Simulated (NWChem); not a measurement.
All runs are NWChem calculations. System: vinylidene fluoride (C2H2F2), charge 0, spin multiplicity 1, at a geometry optimised with B3LYP/def2-SVP. Level: PBE0/def2-SVPD.

NWChem printed:

```
             Northwest Computational Chemistry Package (NWChem) 7.3.0
             --------------------------------------------------------

                                NWChem Input Module
                                -------------------

 Scaling coordinates for geometry "geometry" by  1.889725989
 (inverse scale =  0.529177249)

 Turning off AUTOSYM since
 SYMMETRY directive was detected!

                             Geometry "geometry" -> ""
                             -------------------------

 Output coordinates in angstroms (scale by  1.889725989 to convert to a.u.)

  No.       Tag          Charge          X              Y              Z
 ---- ---------------- ---------- -------------- -------------- --------------
    1 C                    6.0000     0.00000000     0.00000000     1.38647700
    2 C                    6.0000     0.00000000     0.00000000     0.06024200
    3 F                    9.0000     1.07986100     0.00000000    -0.69626700
    4 F                    9.0000    -1.07986100     0.00000000    -0.69626700
    5 H                    1.0000    -0.94543400     0.00000000     1.92624200
    6 H                    1.0000     0.94543400     0.00000000     1.92624200

 Effective nuclear repulsion energy (a.u.)     117.5680847079

            Nuclear Dipole moment (a.u.)
            ----------------------------
        X                 Y               Z
 ---------------- ---------------- ----------------
     0.0000000000     0.0000000000    -0.0000151178

      Symmetry information
      --------------------

 Group name             C2v
 Group number             16
 Group order               4
 No. of unique centers     4

      Symmetry unique atoms

     1    2    3    5


 Summary of "ao basis" -> "" (spherical)
 ------------------------------------------------------------------------------
       Tag                 Description            Shells   Functions and Types
 ---------------- ------------------------------  ------  ---------------------
 *                         def2-svpd                  on all atoms

                                 NWChem DFT Module
                                 -----------------

 Summary of "ao basis" -> "ao basis" (spherical)
 ------------------------------------------------------------------------------
       Tag                 Description            Shells   Functions and Types
 ---------------- ------------------------------  ------  ---------------------
 C                         def2-svpd                 8       20   4s2p2d
 F                         def2-svpd                 9       23   4s3p2d
 H                         def2-svpd                 4        8   2s2p

 Summary of "ao basis" -> "ao basis" (spherical)
 ------------------------------------------------------------------------------
       Tag                 Description            Shells   Functions and Types
 ---------------- ------------------------------  ------  ---------------------
 C                         def2-svpd                 8       20   4s2p2d
 F                         def2-svpd                 9       23   4s3p2d
 H                         def2-svpd                 4        8   2s2p

      Symmetry analysis of basis
      --------------------------

        a1         42
        a2         13
        b1         30
        b2         17

            General Information
            -------------------
          SCF calculation type: DFT
          Wavefunction type:  closed shell.
          No. of atoms     :     6
          No. of electrons :    32
           Alpha electrons :    16
            Beta electrons :    16
          Charge           :     0
          Spin multiplicity:     1
          Use of symmetry is: on ; symmetry adaption is: on
          Maximum number of iterations: 100
          AO basis - number of functions:   102
                     number of shells:    42
          Convergence on energy requested:  1.00D-06
          Convergence on density requested:  1.00D-05
          Convergence on gradient requested:  5.00D-04

              XC Information
              --------------
                         PBE0 Method XC Functional
                     Hartree-Fock (Exact) Exchange  0.250
[...]
    11 b2         12 a1         13 a2         14 b1         15 a1
    16 b1         17 b2         18 a1         19 b2         20 a1
    21 b1         22 a1         23 b1         24 b2         25 a1
    26 a1

------------------------------------------------------------
EAF file 0: "./mol.aoints.0" size=524288 bytes
------------------------------------------------------------
               write      read    awrite     aread      wait
               -----      ----    ------     -----      ----
     calls:        1         0         0         0         0
   data(b): 5.24e+05  0.00e+00  0.00e+00  0.00e+00
   time(s): 0.00e+00  0.00e+00  0.00e+00  0.00e+00  0.00e+00
rate(mb/s): 0.00e+00  0.00e+00
------------------------------------------------------------

 Grid integrated density:      32.000081228990
 Requested integration accuracy:   0.10E-05

   convergence    iter        energy       DeltaE   RMS-Dens  Diis-err    time
 ---------------- ----- ----------------- --------- --------- ---------  ------
 d= 0,ls=0.0,diis     1   -274.2837207735 -3.92D+02  4.82D+01  4.73D+00     0.5
 d= 0,ls=0.0,diis     2   -275.4381314592 -1.15D+00  2.07D-02  1.10D+01     0.6
 d= 0,ls=0.0,diis     3   -276.5315302752 -1.09D+00  6.92D-03  5.83D-01     0.7
 d= 0,ls=0.0,diis     4   -276.5733569340 -4.18D-02  3.54D-03  2.05D-01     0.8
 d= 0,ls=0.0,diis     5   -276.5912502482 -1.79D-02  9.84D-04  1.53D-02     0.9
  Resetting Diis
 d= 0,ls=0.0,diis     6   -276.5931521660 -1.90D-03  1.82D-04  6.20D-04     1.0
 d= 0,ls=0.0,diis     7   -276.5932267491 -7.46D-05  2.39D-05  9.54D-07     1.1
 d= 0,ls=0.0,diis     8   -276.5932267909 -4.18D-08  7.64D-06  7.73D-07     1.2

         Total DFT energy =     -276.593226790947
      One electron energy =     -614.430624290521
           Coulomb energy =      252.405101502698
    Exchange-Corr. energy =      -32.135788711052
 Nuclear repulsion energy =      117.568084707929

 Numeric. integr. density =       32.000001755749

     Total iterative time =      1.0s

                  Occupations of the irreducible representations
                  ----------------------------------------------

                     irrep           alpha         beta
                     --------     --------     --------
                     a1                8.0          8.0
                     a2                1.0          1.0
                     b1                5.0          5.0
                     b2                2.0          2.0

                       DFT Final Molecular Orbital Analysis
                       ------------------------------------

 Vector   14  Occ=2.000000D+00  E=-4.614787D-01  Symmetry=a1
              MO Center=  1.9D-14,  2.3D-16,  1.3D-01, r^2= 2.4D+00
   Bfn.  Coefficient  Atom+Function         Bfn.  Coefficient  Atom+Function
  ----- ------------  ---------------      ----- ------------  ---------------
    47      0.367018  3 F  pz                70      0.367018  4 F  pz
     7     -0.318624  1 C  pz                27      0.244807  2 C  pz
    50     -0.235981  3 F  pz                73     -0.235981  4 F  pz
    22      0.140232  2 C  s                 87     -0.138080  5 H  s
    95     -0.138080  6 H  s                 23      0.136980  2 C  s

 Vector   15  Occ=2.000000D+00  E=-4.373600D-01  Symmetry=b1
              MO Center=  4.0D-15, -7.3D-17,  6.9D-01, r^2= 2.7D+00
   Bfn.  Coefficient  Atom+Function         Bfn.  Coefficient  Atom+Function
  ----- ------------  ---------------      ----- ------------  ---------------
     5      0.352098  1 C  px                47      0.271955  3 F  pz
    70     -0.271955  4 F  pz                87     -0.267708  5 H  s
    95      0.267708  6 H  s                 50     -0.192441  3 F  pz
    73      0.192441  4 F  pz                45      0.180156  3 F  px
    68      0.180156  4 F  px                39     -0.173073  2 C  d  1

 Vector   16  Occ=2.000000D+00  E=-2.887974D-01  Symmetry=b2
              MO Center= -1.4D-15, -3.3D-16,  6.8D-01, r^2= 1.8D+00
   Bfn.  Coefficient  Atom+Function         Bfn.  Coefficient  Atom+Function
  ----- ------------  ---------------      ----- ------------  ---------------
     6      0.441068  1 C  py                26      0.365796  2 C  py
     9      0.246232  1 C  py                46      0.223871  3 F  py
    69      0.223871  4 F  py                29      0.211508  2 C  py
    49     -0.162432  3 F  py                72     -0.162432  4 F  py
    37      0.061770  2 C  d -1              32      0.033934  2 C  d -1

 Vector   17  Occ=0.000000D+00  E= 9.407957D-03  Symmetry=b2
              MO Center=  3.6D-15, -6.0D-15,  7.6D-01, r^2= 2.4D+00
   Bfn.  Coefficient  Atom+Function         Bfn.  Coefficient  Atom+Function
  ----- ------------  ---------------      ----- ------------  ---------------
    26      0.564718  2 C  py                29      0.420575  2 C  py
     6     -0.365121  1 C  py                 9     -0.269041  1 C  py
    46      0.177044  3 F  py                69      0.177044  4 F  py
    49     -0.146485  3 F  py                72     -0.146485  4 F  py
    93     -0.141933  5 H  py               101     -0.141933  6 H  py

 Vector   18  Occ=0.000000D+00  E= 2.699061D-02  Symmetry=a1
              MO Center= -4.4D-13,  1.3D-15,  4.4D-01, r^2= 8.5D+00
   Bfn.  Coefficient  Atom+Function         Bfn.  Coefficient  Atom+Function
  ----- ------------  ---------------      ----- ------------  ---------------
    24      4.052492  2 C  s                 44     -1.794715  3 F  s
    67     -1.794715  4 F  s                 88     -1.695338  5 H  s
    96     -1.695338  6 H  s                  4      1.686728  1 C  s
    23      0.895022  2 C  s                  3      0.564235  1 C  s
    51      0.551630  3 F  px                74     -0.551630  4 F  px

 Vector   19  Occ=0.000000D+00  E= 6.464015D-02  Symmetry=a1
              MO Center=  8.5D-15, -1.5D-15,  1.2D+00, r^2= 1.1D+01
   Bfn.  Coefficient  Atom+Function         Bfn.  Coefficient  Atom+Function
  ----- ------------  ---------------      ----- ------------  ---------------
    24      7.721545  2 C  s                  4     -6.245861  1 C  s
    88      2.709874  5 H  s                 96      2.709874  6 H  s
    44     -2.528675  3 F  s                 67     -2.528675  4 F  s
     3     -1.600573  1 C  s                 20     -0.855990  1 C  d  2
    30     -0.709879  2 C  pz                10     -0.658070  1 C  pz

 center of mass
 --------------
 x =   0.00000000 y =   0.00000000 z =  -0.15388412

 moments of inertia (a.u.)
 ------------------
         173.504304218651           0.000000000000           0.000000000000
           0.000000000000         338.165149996159           0.000000000000
           0.000000000000           0.000000000000         164.660845777508

     Multipole analysis of the density
     ---------------------------------

     L   x y z        total         alpha         beta         nuclear
     -   - - -        -----         -----         ----         -------
     0   0 0 0     -0.000000    -16.000000    -16.000000     32.000000

     1   1 0 0     -0.000000     -0.000000     -0.000000      0.000000
     1   0 1 0     -0.000000     -0.000000     -0.000000      0.000000
     1   0 0 1      0.521692      0.260853      0.260853     -0.000015

     2   2 0 0    -16.577347    -48.958609    -48.958609     81.339871
     2   1 1 0      0.000000      0.000000      0.000000      0.000000
     2   1 0 1      0.000000      0.000000      0.000000      0.000000
     2   0 2 0    -16.852760     -8.426380     -8.426380      0.000000
     2   0 1 1      0.000000      0.000000      0.000000      0.000000
     2   0 0 2    -15.307743    -57.117900    -57.117900     98.928056

 Task  times  cpu:        1.2s     wall:        1.2s

 Total times  cpu:        1.2s     wall:        1.2s
```

Problem. Write an NWChem input that would produce this output.

Solution. One answer among several that fit: 
```
start mol
memory heap 200 mb stack 900 mb global 1100 mb
geometry units angstroms nocenter noautoz
  C      0.000000     0.000000     1.386477
  C      0.000000     0.000000     0.060242
  F      1.079861     0.000000    -0.696267
  F     -1.079861     0.000000    -0.696267
  H     -0.945434     0.000000     1.926242
  H      0.945434     0.000000     1.926242
  symmetry group C2v
end
basis spherical
  * library def2-svpd
end
dft
  xc pbe0
  semidirect memsize 60000000 filesize 0
  iterations 100
end
task dft energy
```
